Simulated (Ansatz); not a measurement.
`[OH][SnH2][NH][SiH3]` → `[NH2][SnH2][OH]` + `[SiH2]`  (silylene loss)

Calculated with Ansatz (gas phase, PBE0-D4/def2-TZVP geometries, no zero-point term in ΔE). CCSD(T)/CBS is the MP2 limit (def2-TZVPP, def2-QZVPP) plus CCSD(T) − MP2 in def2-TZVPP, frozen cores. This one scheme is used for every species. Functionals use def2-TZVPP. B3LYP here is the variant with VWN-RPA as its local correlation; programs differ in this. Elements past krypton have def2 core potentials. For Sn outer-core shells are correlated without core-valence functions, which leaves a few kJ/mol of doubt a bond. One conformer a species, not always the lowest.

(1) Is it downhill or uphill in electronic energy at CCSD(T)/CBS, and by how much? (Best estimate.)

(2) What do these levels give: PBE0-D4, PBE, PBE0, B3LYP, CCSD/def2-TZVPP, MP2/CBS(def2)? (An estimate is asked.)

Largest T1 diagnostic among the species: 0.014.

Results:

(1) Computed: Uphill: ΔE = +301.6 kJ/mol.

(2) Computed: PBE0-D4 306.1, PBE 285.6, PBE0 298.5, B3LYP 281.2, CCSD/def2-TZVPP 291.4, MP2/CBS(def2) 323.9 kJ/mol.

In def2-TZVPP, CCSD(T) changes the Hartree–Fock value by +5.9 kJ/mol (the triples alone add +3.7 kJ/mol) and MP2 by +28.2 kJ/mol. The D4 term adds +14.0 kJ/mol with B3LYP and +7.7 kJ/mol with PBE0; it sums over pairs of atoms, weighted by their polarisabilities, and B3LYP, whose exchange is more repulsive, gets the larger term. From PBE to PBE0 (25 % exact exchange), in def2-TZVPP and without D4, ΔE moves by +12.8 kJ/mol.
